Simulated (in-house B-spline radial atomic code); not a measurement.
# PBE excitations of Be²⁺

Method: PBE. Computed with an all-electron radial atomic-structure program (B-spline basis): linear response of the closed shell 1s2 with the functional's adiabatic kernel; non-relativistic, point nucleus, no spin-orbit coupling, no double excitations, S, P, D and F terms only.

Command:
```bash
python run_td.py task.json out
```
Settings (radii: box in bohr, nucleus in fm):
```
Z                        4
electrons                2
configuration            1s2
hamiltonian              nr
method                   pbe,pbe
box_radius               29.48
intervals                47
```

Cost of the run: 1 thread of Intel(R) Xeon(R) Platinum 8488C (Sapphire Rapids) (shared host).

The lowest states, in the order of their Tamm-Dancoff energies; the method's threshold (minus the highest occupied level) is 132.26 eV. Labels give the largest channel, * marks a mixed state, and oscillator strengths are full-response dipole values. Semilocal kernels can invert the small singlet-triplet splittings of Rydberg terms. Energies in eV:

```tsv
state	full response	Tamm-Dancoff	oscillator strength
1s → 2s 3S	110.27	110.28	-
1s → 2s 1S	112.82	112.89	-
1s → 2p 3P	?	?	-
1s → 2p 1P	115.17	115.19	0.399
1s → 3s 3S	124.29	124.30	-
1s → 3s 1S	124.81	124.82	-
1s → 3p 3P	125.19	125.20	-
1s → 3p 1P	125.49	125.49	0.0757
1s → 3d 3D	126.01	126.01	-
1s → 3d 1D	126.01	126.01	-
1s → 4s 3S	?	?	-
```

**Question.** Where does 1s → 4s 3S lie?

**Answer.** At 128.11 eV in full response, 128.11 eV in Tamm-Dancoff.

**Question.** Where does 1s → 2p 3P lie?

**Answer.** At 113.79 eV in full response, 113.80 eV in Tamm-Dancoff.

**Question.** How large is the singlet-triplet splitting of 1s → 2s (S terms) in Tamm-Dancoff?

**Answer.** 2.61 eV, from the unrounded values.

**Question.** What polarisabilities and dispersion coefficient does the method give?

**Answer.** Dipole 0.05521 bohr³, quadrupole 0.01748 bohr⁵, C6 0.01205 hartree·bohr⁶ for two such species.
